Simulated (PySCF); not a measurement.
## Identify the compound

An unknown has the formula C$_{4}$H$_{5}$ClOSi. Its calculated NMR data are:

1H NMR (400 MHz, computed): δ 6.89 (d, 1H), 6.58 (d, 1H), 5.95 (s, 1H), 5.35 (s, 2H).

13C{1H} NMR (computed): δ 163.4 (CH), 143.1 (C), 130.0 (CH), 114.7 (CH).

One computed conformer, non-relativistic Hamiltonian, gas phase, averaged over atoms made equivalent by symmetry, fast rotation or ring inversion. Coordinates at the GFN2-xTB level; shielding tensors at PBE0/pcSseg-1 (GIAO); PySCF 2.14.0 with density-fitted response routines.

δ = σ(ref) − σ, references computed at the same level: 1H, 13C vs TMS.

Question: What is the structure?

Answer: 
The formula gives 3 degrees of unsaturation (1 ring in the answer). 4 carbon signals for 4 carbons: no two carbons are equivalent. Carbon types of the structure: 1 × C, 3 × CH, leaving 2 H on heteroatoms. δC 163.4: alkene carbon bearing oxygen; an sp2 carbon further deshielded by the attached heteroatom. δC 143.1: fully substituted alkene carbon; as expected for a trigonal carbon in a double bond. δC 130.0: alkene CH; the olefinic region. δC 114.7: β carbon of an enol-ether or enamine type C=C; the O or N lone pair pushes π density onto this β carbon and shields it. δH 6.89: hydrogen on an alkene carbon bearing oxygen; a vinylic proton, deshielded by the sp2 carbon and the C=C anisotropy. δH 6.58: hydrogen on a β carbon of an enol-ether or enamine type C=C; olefinic region. δH 5.95: hydrogen on an alkene CH; a vinylic proton, deshielded by the sp2 carbon and the C=C anisotropy.

These data were computed for SMILES Cl/C=C1\C=CO[SiH2]1.

This is the structure that produced the data.

Carbons that carry Cl, above all several Cl atoms, come out too deshielded, partly because spin–orbit coupling is missing. Shifts are as computed. Against solution values, carbons near 30 ppm lie about +3 ppm off and those near 130 ppm about +5 ppm; carbons on Cl a further +6 ppm. Of 1211 compounds with measured shifts, 218 miss one by over three times the rms of a fit or turn the order of signals round; such compounds aren't used in these exercises. Multiplicities follow the n + 1 count of equivalent neighbours, as no J values were calculated; m marks all less simple cases, F and P coupling included.
